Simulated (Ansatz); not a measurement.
Two isomers of C3H7Al: A = `C/C=[CH]/[AlH2]`, B = `C1[CH2][AlH][CH2]1`.

Gas-phase electronic energies from Ansatz, PBE0-D4/def2-TZVP geometries. CCSD(T)/CBS is the MP2 limit (def2-TZVPP, def2-QZVPP) plus CCSD(T) − MP2 in def2-TZVPP, frozen cores. DFT in def2-TZVPP. B3LYP here is the variant with VWN-RPA as its local correlation; programs differ in this.

Q: Which is lower in electronic energy at CCSD(T)/CBS, and by how much? (An estimate is asked.)

A: Ansatz gave: A, by 0.2 kcal/mol. So small a gap doesn't settle the order.

Q: Give E(B) − E(A) in kcal/mol with LDA (SPW92), r2SCAN-D4, BLYP-D4, PBE0-D4, B3LYP, B3LYP-D4, CCSD(T)/def2-SVP. (Best estimate.)

A: Computed: LDA (SPW92) -7.4, r2SCAN-D4 -1.2, BLYP-D4 4.1, PBE0-D4 -3.4, B3LYP 3.3, B3LYP-D4 2.7, CCSD(T)/def2-SVP 3.0. The order is the other way round with LDA (SPW92), r2SCAN-D4, PBE0-D4.

Q: Does the order hold for the free energy at 298.15 K (harmonic terms from PBE0-D4)? (Best estimate.)

A: Computed: Yes: G(B) − G(A) = +3.4 kcal/mol.

Largest T1 diagnostic: 0.011.

In def2-TZVPP, CCSD(T) changes the Hartree–Fock value by −8.2 kcal/mol (the triples alone add −0.3 kcal/mol) and MP2 by −10.6 kcal/mol. Leaving LDA and LC-ωPBE aside and taking each functional with its dispersion term where it has one, the values, not all of them listed here, spread over 7.7 kcal/mol, from PBE-QIDH to BLYP-D4. LDA lies −5.4 kcal/mol from PBE without D4.
